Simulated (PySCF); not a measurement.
Positional isomers: trisilane hydroxy+amino. All species are isolated molecules in the gas phase. One relaxed conformer stands for each flexible species; it need not be the lowest. Strings in code marks are SMILES.

These are PySCF 2.14.0 with PBE-D3(BJ)/def2-TZVP // r2SCAN-D4/def2-TZVP values and carry that method's errors. All candidates: neutral, multiplicity 1. Excitations are Tamm–Dancoff values on a coarser integration grid. The basis has no diffuse functions, so Rydberg states are missing or too high.

```yaml
S1 excitation (TDA): 4.74 eV
LUMO: -1.61 eV
HOMO–LUMO gap: 4.54 eV
```

Task: Name which member has these values.
(A) `N[Si@@H]([SiH3])[SiH2]O`
(B) `N[Si](O)([SiH3])[SiH3]`
(C) `N[SiH2][Si@@H](O)[SiH3]`
(D) `N[Si@@H](O)[SiH2][SiH3]`

Result: C, `N[SiH2][Si@@H](O)[SiH3]`. The others give `N[Si@@H](O)[SiH2][SiH3]`: 5.32 eV, -0.83 eV, 5.13 eV; `N[Si@@H]([SiH3])[SiH2]O`: 4.86 eV, -1.52 eV, 4.70 eV; `N[Si](O)([SiH3])[SiH3]`: 5.13 eV, -1.29 eV, 4.93 eV
